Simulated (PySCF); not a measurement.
Delta-SCF ions had no search for a lower state. Excitations are Tamm–Dancoff values on a coarser integration grid. The basis has no diffuse functions, so Rydberg states are missing or too high.

Z-matrix (Å, degrees):
```
B
H 1 1.1851
H 1 1.1864 2 122.53
S 1 1.7628 2 121.42 3 180.00
H 4 1.3408 1 99.54 2 0.00
```
Charge 0, multiplicity 1.

### Question
What is the computed S1 excitation (TDA), dipole moment and vertical ionisation energy (Delta-SCF) (PBE-D3(BJ)/def2-TZVP // CAM-B3LYP-D3(BJ)/def2-TZVP in PySCF)?

### Answer

The S1 excitation (TDA) comes out as 5.83 eV and the dipole moment is 0.96 D. The vertical ionisation energy (Delta-SCF) is 11.04 eV.
